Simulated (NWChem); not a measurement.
CH$_{4}$BrIn; SMILES [CH3][InH][Br]

Results from NWChem. Structure relaxed at the PBE0/def2-SVP level. def2 effective core potentials on In; no spin-orbit coupling. Level M06-2X/def2-SVP: energy and gradient on several grids; changes count from the extra-fine grid, which is no exact limit either.

```csv
grid,size of the energy change (μHa),largest change of a gradient component (μHa/bohr),"time, medium = 1 (rough)"
xcoarse,3000,7000,0.5
coarse,300,900,about 1
medium,30,100,about 1
fine,< 10,40,about 1
xfine,< 10,< 30,about 1
```
